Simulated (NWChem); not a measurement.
Molecule: C2HCl2F; SMILES FC=C(Cl)Cl

All runs: NWChem. Medium grid unless said otherwise, to which SCAN and Minnesota functionals are sensitive. Coordinates come from a B3LYP/6-31G* (spherical d) optimisation. B3LYP is NWChem's, with the RPA form of VWN correlation.

For level B3LYP/def2-SVP:

| Quantity | Value |
|---|---|
| highest occupied level (eV) | -7.02 |
| orbital gap (eV) | 6.61 |

Q: How do the values read with level M06/def2-SVP instead?

A: highest occupied level (eV): -7.35
orbital gap (eV): 7.06
